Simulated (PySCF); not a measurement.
## C7H11: g tensor and hyperfine couplings

Compound: C7H11 (doublet state).
SMILES with atom numbers: `[CH3:1][C:2]1=[C:3][CH2:4][CH2:5][C@@H:6]1[CH3:7]` (hydrogens: H8, H9, H10 on C1; H11, H12 on C4; H13, H14 on C5; H15 on C6; H16, H17, H18 on C7)

Structure used (GFN2-xTB), in Å, numbered top down from 1:
```xyz
18
C7H11 angstrom
C     -1.743   -1.253    0.731
C     -0.355   -0.841    0.390
C      0.794   -1.321    0.787
C      2.018   -0.713    0.220
C      1.438    0.541   -0.481
C     -0.085    0.300   -0.609
C     -0.902    1.550   -0.321
H     -2.302   -1.482   -0.176
H     -1.729   -2.133    1.368
H     -2.264   -0.452    1.255
H      2.756   -0.458    0.981
H      2.486   -1.395   -0.494
H      1.608    1.416    0.148
H      1.907    0.720   -1.447
H     -0.331   -0.069   -1.612
H     -1.960    1.371   -0.496
H     -0.579    2.361   -0.971
H     -0.766    1.862    0.713
```

The hyperfine couplings belong to this conformer and change with its torsions.

Computed, not measured: PySCF, UKS B3LYP, pcH-1 on C H, non-relativistic, mean-field spin-orbit, GIAO. Geometry: GFN2-xTB, one conformer, isolated molecule. A GFN2-xTB geometry isn't a minimum of the functional, and hyperfine couplings can be far from their values at a DFT geometry. No stability test was run, so a lower SCF solution isn't excluded.

```json
{
 "g1, g2, g3": "2.00181, 2.00214, 2.00258",
 "g_iso": "2.00218",
 "Form of g": "rhombic: the two nearest values differ by 42 % of g3 − g1",
 "⟨S²⟩": "0.7584 (exact 0.7500)",
 "HOMO–LUMO gap, α and β orbitals": "7.08, 4.19 eV",
 "Basis functions": "285"
}
```

Hyperfine couplings atom by atom, in MHz; T1 to T3 are the principal values of the dipolar part; ρ(0) is the spin density at the nucleus:

```csv
atom,isotope,a_iso,T1,T2,T3,Mulliken spin population,ρ(0) (bohr⁻³)
C1,13C,20.6,-2.2,-2.0,4.2,0.02,0.0183
C2,13C,25.3,-21.1,0.4,20.6,-0.13,0.0225
C3,13C,378.3,-77.5,-57.3,134.8,1.00,0.3365
C4,13C,44.4,-7.2,-6.6,13.8,-0.01,0.0395
C5,13C,44.5,-5.4,-4.4,9.8,0.05,0.0396
C6,13C,63.5,-7.2,-6.1,13.2,0.07,0.0564
C7,13C,-3.6,-0.7,-0.6,1.3,0.00,-0.0032
H8,1H,-8.6,-1.9,-1.9,3.8,0.00,-0.0019
H9,1H,-2.5,-4.3,-2.9,7.3,0.00,-0.0006
H10,1H,-9.1,-1.9,-1.9,3.8,0.00,-0.0020
H11,1H,12.5,-7.2,-5.4,12.6,0.00,0.0028
H12,1H,6.6,-7.3,-4.9,12.1,0.00,0.0015
H13,1H,-0.1,-3.7,-1.6,5.3,0.00,0.0000
H14,1H,5.0,-3.6,-1.3,4.9,0.00,0.0011
H15,1H,-5.5,-4.0,-1.4,5.4,0.00,-0.0012
H16,1H,0.4,-1.3,-0.9,2.2,0.00,0.0001
H17,1H,12.0,-1.3,-0.5,1.8,0.00,0.0027
H18,1H,2.5,-1.6,-1.1,2.7,0.00,0.0005
```

The Mulliken spin populations are largest on C3 (+1.00), C2 (-0.13) and C6 (+0.07). No atom but C3 exceeds +0.15.

Axes: g1 points within 12° of the C1–C2 bond.

Under fast tumbling the dipolar parts average out, and these isotropic splittings remain: 1 × 1H (H11, I = 1/2, 2 lines) with 0.45 mT, 3 × 1H (H8/H9/H10, I = 1/2, 4 lines) with 0.24 mT, 1 × 1H (H12, I = 1/2, 2 lines) with 0.23 mT, 1 × 1H (H15, I = 1/2, 2 lines) with 0.20 mT, 1 × 1H (H14, I = 1/2, 2 lines) with 0.18 mT and 3 × 1H (H16/H17/H18, I = 1/2, 4 lines) with 0.18 mT.

Means are taken over nuclei equivalent by connectivity, which assumes that they swap fast. The three 1H nuclei of mean +4.9 MHz run from 0.4 to 12.0 MHz in the frozen geometry. The three 1H nuclei of mean -6.7 MHz run from -9.1 to -2.5 MHz in the frozen geometry.

The 13C coupling of C3 (378.3 MHz) shows only in satellite lines or after enrichment, since that isotope makes up about 1.07 % of natural carbon.

Examples of negative spin density at the nucleus (bohr⁻³): C7 (-0.0032) and H15 (-0.0012).

On one thread of an Arm Neoverse V2, shared host, this took 72 s (grids of density and orbitals included) and 1.0 GiB of memory at its peak.
